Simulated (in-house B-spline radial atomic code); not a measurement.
A fraction x of an electron is removed from 3d in Nb VI (Nb5+), starting from [Ar] 3d10 4s2 4p6 and keeping the highest spin. Computed with a B-spline radial code for spherical atoms: scalar-relativistic (X2C) revTPSS, spin-polarised, spherical fractional occupations, Fermi nucleus of rms radius 4.324 fm.

```csv
x,E(x) - E(0) (eV),3d down level (eV)
0,0.0000,-260.396
0.05,13.0679,-262.321
0.21,55.5340,-268.514
0.31,?,?
0.41,?,?
0.5,135.0446,-279.861
0.55,149.0869,-281.834
0.68,186.0597,-286.983
0.81,223.7040,-292.164
0.95,264.9995,-297.778
1,279.9387,-299.791
```

(1) What belongs in the row x = 0.31?

(2) What belongs in the row x = 0.41?

(3) Check Janak's theorem between x = 0.05 and 0.21.

Answers

(1) An energy change of 82.5800 eV; 3d down at -272.409 eV.

(2) An energy change of 110.0164 eV; 3d down at -276.323 eV.

(3) The slope of the energy is 265.41 eV; the orbital levels give 265.42 eV (-ε of the emptying orbital, averaged over the two points).
